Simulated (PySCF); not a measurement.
C₂H₅BBrF, SMILES B(Br)(F)CC.

Geometry optimised at PBE-D3(BJ)/def2-SVP. The structure was generated by enumeration, and PubChem lists no compound with its InChIKey, so it may never have been made. The values are those of a single conformer.

Calculation: PySCF with PBE/def2-TZVP.

Symmetry labels are those of the subgroup Cs that the program uses (full group Cs).

List the valence orbital energies around the gap with their symmetry. (The exact figures need the calculation; the answer reports its results.)


| orbital | symmetry | energy (eV) |
|---|---|---|
| HOMO−7 | A' | -10.84 |
| HOMO−6 | A" | -10.75 |
| HOMO−5 | A' | -9.88 |
| HOMO−4 | A' | -9.02 |
| HOMO−3 | A" | -8.68 |
| HOMO−2 | A' | -7.89 |
| HOMO−1 | A" | -7.54 |
| HOMO | A' | -7.13 |
| LUMO | A" | -1.70 |
| LUMO+1 | A' | -0.10 |
| LUMO+2 | A' | 0.69 |
| LUMO+3 | A' | 1.21 |
